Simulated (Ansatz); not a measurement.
Two isomers of C2H6FNSi: A = `C/C(F)=N/[SiH3]`, B = `C=N[SiH2]CF`.

Calculated with Ansatz (gas phase, PBE0-D4/def2-TZVP geometries, no zero-point term in ΔE). CCSD(T)/CBS is the MP2 limit (def2-TZVPP, def2-QZVPP) plus CCSD(T) − MP2 in def2-TZVPP, frozen cores. Functionals use def2-TZVPP. B3LYP here is the variant with VWN-RPA as its local correlation; programs differ in this. Each species was taken in one conformer, which may not be the lowest.

A:

Z-matrix (Å, degrees):
```
C
C 1 1.484
H 1 1.087 2 110.0
H 1 1.092 2 109.7 3 -121.2
H 1 1.092 2 109.7 3 121.2
F 2 1.363 1 109.8 3 180.0
N 2 1.237 1 127.8 3 -0.0
Si 7 1.734 2 131.3 1 180.0
H 8 1.487 7 115.1 2 0.2
H 8 1.484 7 107.0 2 121.6
H 8 1.484 7 107.0 2 -121.3
```

B:

Z-matrix (Å, degrees):
```
Si
N 1 1.740
C 1 1.889 2 108.1
H 1 1.486 2 108.3 3 -116.9
H 1 1.493 2 112.5 3 120.9
C 2 1.258 1 123.9 3 -115.9
F 3 1.392 1 110.3 2 67.9
H 3 1.096 1 111.1 2 -172.2
H 3 1.095 1 111.0 2 -52.0
H 6 1.096 2 120.3 1 178.4
H 6 1.102 2 124.2 1 -1.6
```

**Question.** Which isomer does CCSD(T)/CBS put lower? Give the gap. (An estimate is asked.)

**Answer.** The calculation gave: A, by 19.5 kcal/mol.

**Question.** Give E(B) − E(A) in kcal/mol with LDA (SPW92), PBE-D4, B3LYP, r2SCAN-D4, ωB97M-V, BLYP-D4, CCSD(T)/def2-TZVPP. (Best estimate.)

**Answer.** Computed: LDA (SPW92) 25.5, PBE-D4 21.7, B3LYP 20.5, r2SCAN-D4 23.2, ωB97M-V 20.7, BLYP-D4 19.9, CCSD(T)/def2-TZVPP 20.2. None reverses the order clearly.

**Question.** Does the order hold for the free energy at 298.15 K (harmonic terms from PBE0-D4)? (Estimate.)

**Answer.** The calculation gave: Yes: G(B) − G(A) = +20.4 kcal/mol, for one conformer each. Modes under 60 cm⁻¹, often nearly free rotors, make the harmonic entropy too high.

Largest T1 diagnostic: 0.013.

At CCSD(T), def2-SVP lies +4.3 kcal/mol from the extrapolated value and def2-TZVPP +0.7 kcal/mol. Leaving LDA and LC-ωPBE aside and taking each functional with its dispersion term where it has one, the values spread over 3.3 kcal/mol, from BLYP-D4 to r2SCAN-D4. LDA lies +3.8 kcal/mol from PBE without D4.
